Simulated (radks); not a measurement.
Coulomb parameter of the 5d shell of neutral tantalum in the model configuration [Xe] 4f14 5d3.5 6s1.5, as a second difference U = [E(n + 0.25) + E(n - 0.25) - 2 E(n)] / (0.25)^2 with all orbitals relaxed. "Bare": the charge of the atom changes with n. "Screened": the 6s shell takes up the change at fixed total charge, which measures U(5d,5d) + U(6s,6s) - 2 U(5d,6s). Method: scalar-relativistic Kohn-Sham, PBE, spin-unpolarised, spherical densities, point nucleus; computed with a radial shooting solver on a logarithmic mesh with Libxc functionals.

case                      configuration  E - E(n) (eV)
start             [Xe] 4f14 5d3.5 6s1.5          0.000
bare +0.25       [Xe] 4f14 5d3.75 6s1.5         -0.558
bare -0.25       [Xe] 4f14 5d3.25 6s1.5          0.997
screened +0.25  [Xe] 4f14 5d3.75 6s1.25          0.539
screened -0.25  [Xe] 4f14 5d3.25 6s1.75         -0.510

U(bare) = 7.015 eV, U(screened by 6s) = 0.467 eV, against the Slater integral F0(5d,5d) = 10.780 eV with frozen orbitals. The step up makes a negative ion, whose loosely bound charge lowers the bare value.
